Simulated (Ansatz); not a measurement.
System: CH6BOSi (charge 0, doublet). It need not be the lowest isomer of its formula. SMILES: C[SiH2][B]O
Coordinates optimised at B3LYP-D3(BJ)/def2-TZVP (Ansatz, an electronic-structure program):
```
Si
H 1 1.4865
H 1 1.4865 2 107.22
C 1 1.8869 2 109.72 3 119.11
H 4 1.0913 1 110.80 2 61.33
H 4 1.0913 5 107.94 1 -121.49
H 4 1.0922 5 108.18 6 -116.85
B 1 2.0144 2 106.31 3 -113.39
O 8 1.3366 1 128.79 2 -122.99
H 9 0.9654 8 115.64 1 180.00
```
Charge 0, spin multiplicity 2.

Parts of the frozen-core correlation energy in cc-pV(Q+d)Z (Ansatz, hartree). Frozen orbitals: 8; correlated occupied orbitals by spin: 12 and 11; virtual: 389 and 390. Open shells are spin-unrestricted. Spin-orbit coupling is left out. No relativistic terms.

```
term                            value
-------------------------  ----------
reference (HF)             -429.91488
MP2 opposite-spin            -0.52074
MP2 same-spin                -0.14153
CCSD correlation             -0.69940
(T)                          -0.02755
T1 diagnostic                   0.015
largest doubles amplitude       0.027
<S^2> of the reference          0.759
```
